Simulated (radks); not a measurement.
Q: Radial electron density D(r) = 4 pi r^2 rho(r) of an atom or ion with 49 electrons. Method: Dirac Kohn-Sham, PBE, spin-unpolarised, spherical densities, point nucleus; computed with a radial shooting solver on a logarithmic mesh with Libxc functionals.

```
   r/bohr * D(r) (the largest magnitude, 82.3, reaches the edge; | marks zero)
  0.00374 |        *
  0.00432 |           *
 0.004989 |             *
 0.005761 |                *
 0.006707 |                    *
 0.007746 |                       *
 0.008946 |                           *
  0.01033 |                               *
  0.01203 |                                   *
  0.01389 |                                      *
  0.01604 |                                         *
  0.01853 |                                          *
   0.0214 |                                           *
  0.02491 |                                          *
  0.02877 |                                        *
  0.03322 |                                      *
  0.03837 |                                     *
  0.04431 |                                     *
  0.05158 |                                        *
  0.05957 |                                            *
   0.0688 |                                                 *
  0.07945 |                                                     *
  0.09176 |                                                      *
   0.1068 |                                                   *
   0.1234 |                                              *
   0.1425 |                                         *
   0.1645 |                                     *
     0.19 |                                      *
   0.2212 |                                         *
   0.2555 |                                            *
   0.2951 |                                           *
   0.3408 |                                    *
   0.3935 |                          *
   0.4581 |                 *
   0.5291 |             *
   0.6111 |             *
   0.7057 |              *
    0.815 |               *
   0.9488 |             *
    1.096 |          *
    1.265 |      *
    1.461 |    *
    1.701 |  *
    1.965 | *
    2.269 |*
    2.621 |*
    3.027 |*
    3.523 *
    4.069 *
    4.699 *
    5.427 *
    6.268 *
    7.297 *
    8.427 *
```

What is the nuclear charge?

A: Z = 50. The innermost maximum, from 1s, lies near gamma/Z bohr with gamma = sqrt(1 - (Z/c)^2) = 0.931, here 0.0186 bohr (found: 0.0204), and its height grows with Z. The density is that of the tin ion Sn+ in [Kr] 4d10 5s2 5p1; the configuration itself is not fixed sharply by these data, and Z only to a few units. D(r) has 4 maxima, at r = 0.0204, 0.0903, 0.264, 0.777 bohr, and minima at 0.0403, 0.173, 0.569 bohr, inside which lie 2.04, 11.18, 28.95 electrons.
